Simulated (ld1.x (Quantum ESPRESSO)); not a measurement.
What one change does to a pseudopotential (C, TM)

- Element: carbon
- Generator: ld1.x (Quantum ESPRESSO) 7.5
- Type: norm-conserving Troullier–Martins (Kleinman–Bylander form)
- Functional: LDA (PZ)
- Relativity: scalar-relativistic
- Frozen core: [He]
- Valence charge: 4
- Reference configuration: 2s2 2p2
- Partial waves: 2p (bound): rc 2.70 bohr; 2s (bound): rc 1.05 bohr
- Local potential: the s channel
- Core correction: none

All-electron outer shells of the reference configuration (LDA (PZ), scalar-relativistic, ld1.x):

```csv
shell,level (eV),outermost node (bohr),outermost maximum (bohr)
1s,-270.81,–,0.18
2s,-13.64,0.38,1.22
2p,-5.42,–,1.19
```

Change: functional PBEsol.

Cutoffs: the cutoffs (Ry, on a coarse ladder) from which the occupation-weighted sum of valence levels, in a spherical-Bessel basis at the reference potential, stays within 10 and 1 mRy of its value at 400 Ry; they do not see the model core or the augmentation charge, which bear on the density cutoff. Errors are all-electron minus pseudo energies relative to the spin-unpolarised reference configuration.

**Question.** What does the change do?

**Answer.** The potential gets neither clearly harder nor softer (35 Ry and 90 Ry → 35 Ry and 90 Ry); the s channel sets the loose cutoff, while the largest relative change is in p, which becomes softer; the number of tests with a reliable result goes from 9 to 7; of the 7 tests that both files solve, the error grows in 1 and shrinks in 0 by more than 15 % and 0.3 meV (median size 82.9 → 82.8 meV); neither file shows a bound ghost.

| quantity | base | changed |
| --- | --- | --- |
| cutoff, loose | 35 Ry | 35 Ry |
| cutoff, tight | 90 Ry | 90 Ry |
| loose cutoff by channel (10 mRy a level) | p 18 Ry, s 30 Ry | p 15 Ry, s 30 Ry |
| bound ghosts | none | none |
| error for 2s2 2p1, meV [ΔE 10.99 → 10.79 eV] | +90 | +83 |
| error for 2s2 2p0, meV [ΔE 35.25 → 34.81 eV] | +781 | +730 |
| error for 2s1 2p0, meV [ΔE 83.22 → 82.77 eV] | +1589 | +1448 |
| error for 2s1 2p3, meV [ΔE 8.24 → 8.43 eV] | -10 | -15 |
| error for 2s2 2p2.3, meV [ΔE -1.20 → -1.14 eV] | +1.4 | +1.2 |
| error for 2s2 2p1.5, meV [ΔE 4.03 → 3.93 eV] | +13 | +12 |
| error for 2s1 2p2, meV [ΔE 19.48 → 19.50 eV] | -83 | -86 |
| s: phases at 2.94 bohr within 0.05 rad from the reference energy up to (Ry; the scan ends near 5) | to the end of the scan | to the end of the scan |
| p: phases at 2.94 bohr within 0.05 rad from the reference energy up to (Ry; the scan ends near 5) | 0.8 | 0.9 |
